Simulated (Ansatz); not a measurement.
`CN[SiH2][AsH2]` + `S[S][GeH3]` → `[GeH3][S]S[AsH2]` + `CN[SiH3]` at 400 K and 1 bar (cleavage of the As–Si bond).

Program: Ansatz. Geometries: PBE0-D4/def2-TZVP. ΔE: electronic, gas phase. CBS: MP2 limit from def2 TZ/QZ plus the TZ coupled-cluster correction, frozen cores. For As, Ge outer-core shells are correlated without core-valence functions, which leaves a few kJ/mol of doubt a bond. Scalar relativity is left out up to krypton. One conformer a species, not always the lowest.

```
           species  CCSD(T)/CBS energy (Eh)  H − E (kJ/mol)  S (J/(mol·K))
  `CN[SiH2][AsH2]`              -2621.67009           265.4          404.7
      `S[S][GeH3]`              -2874.07545           117.9          355.7
`[GeH3][S]S[AsH2]`              -5109.69255           148.9          433.0
        `CN[SiH3]`               -386.04948           233.7          327.3
```

H − E and S are ideal-gas, rigid-rotor, harmonic terms from PBE0-D4/def2-TZVP, for one conformer and one mirror image of each species. 1 Eh = 2625.50 kJ/mol, R = 8.31446 J/(mol·K).

**Question.** By hand: ΔE, ΔH, ΔS and ΔG.

**Answer.** ΔE = (-5109.69255) + (-386.04948) − (-2621.67009) − (-2874.07545) = 0.00351 Eh = 9.2 kJ/mol. Δ(H − E) = 148.9 + 233.7 − 265.4 − 117.9 = -0.7, so ΔH = 8.5 kJ/mol. ΔS = 433.0 + 327.3 − 404.7 − 355.7 = -0.1 J/(mol·K). ΔG = 8.5 − 400 × (-0.1)/1000 = 8.5 kJ/mol.

**Question.** By hand: the equilibrium constant, and the temperature at which ΔG would vanish if ΔH and ΔS stayed fixed.

**Answer.** log₁₀ K = −ΔG/(RT ln 10) = -1.1. ΔH and −TΔS have one sign here, so there is no such temperature. One of them is within its doubt of zero, so this could turn.

The number of gas molecules stays the same, so ΔS is small and ΔH decides. A doubt of 5 kJ/mol in ΔE shifts log₁₀ K by 0.7 here. Other conformers and mirror images would add mixing entropy, several J/(mol·K) or more a flexible species. Modes under 60 cm⁻¹, often nearly free rotors, make the harmonic entropy too high. These are equilibria of isolated gas molecules and say nothing of rates. Largest T1 diagnostic: 0.013 (customary marks: 0.02 for closed shells, 0.045 for open ones).
